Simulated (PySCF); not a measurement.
**Au²⁺ (gold, charge +2) across methods**

[Xe] 4f14 5d8 6p1, one real determinant (an excited configuration). Computed with PySCF 2.14 in x2c-TZVPPall with one added diffuse shell each of s, p, d, f type (12s8p8d4f1g, 113 functions), with scalar relativity by spin-free X2C-1e. The B2PLYP total includes its PT2 part (frozen core); its orbital energies are those of the SCF part.

| method | E (hartree) | mean ε 5d α (eV) | mean ε 5d β (eV) | mean ε 6p α (eV) | Σ⟨r²⟩ (bohr²) | ⟨S²⟩ |
| --- | --- | --- | --- | --- | --- | --- |
| B2PLYP | -19011.64 | -36.068 | -34.478 | -18.142 | 48.37 | 3.751 |
| M06-L | -19012.38 | -32.407 | -30.971 | -16.569 | 47.93 | 3.751 |
| UHF | -19007.36423 | -39.344 | -37.389 | -19.058 | 48.58 | 3.753 |
| PBE0 | -19012.75 | -34.263 | -32.735 | -17.677 | 48.17 | 3.751 |
| r2SCAN | -19013.02 | -32.671 | -31.244 | -17.167 | 48.03 | 3.751 |
| LDA | -19001.28 | -32.416 | -31.015 | -17.183 | 48.14 | 3.750 |
| r2SCANh | -19012.93 | -33.437 | -31.970 | -17.422 | 48.04 | 3.751 |
| PBE | -19012.99 | -32.231 | -30.815 | -17.024 | 48.23 | 3.750 |

⟨L²⟩ = 14.02 against 20 for a pure G term, so this real determinant mixes terms. Spin-orbit coupling, absent here, splits the open shell strongly.
